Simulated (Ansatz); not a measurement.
Gas-phase reaction in SMILES: [SiH3]O[SiH](Cl)Cl + H+ → [SiH3][OH+][SiH](Cl)Cl
Geometries: B3LYP-D3(BJ)/def2-TZVP minima from Ansatz (a program for electronic structure), one conformer each, not searched for the lowest.

Property: proton affinity (electronic energy difference), positive where the reaction releases energy, in kJ/mol. Cores are frozen in the correlated levels unless marked. No spin-orbit coupling. Non-relativistic. CBS(X,Y): correlation extrapolated as X^-3; Hartree-Fock from the larger set.

```
level                                        program  proton affinity (kJ/mol)
------------------------------------  --------------  ------------------------
HF/STO-3G                                     Ansatz                    1060.0
revPBE/def2-TZVPD                             Ansatz                     759.7
PBE0/6-31G*                                   Ansatz                     743.8
PBE0-D3(BJ)/def2-TZVPD                Ansatz + dftd3                     754.1
PBE0/def2-QZVPP                               Ansatz                     753.5
CAM-B3LYP-D3(BJ)/def2-TZVPD           Ansatz + dftd3                     741.6
SCS-MP2/STO-3G                                Ansatz                    1090.8
CCSD/STO-3G                                   Ansatz                    1097.8
CCSD(T)/cc-pVTZ                               Ansatz                     761.1
CCSD(T)/CBS(cc-pV(T+d)Z,cc-pV(Q+d)Z)          Ansatz                     746.9
```
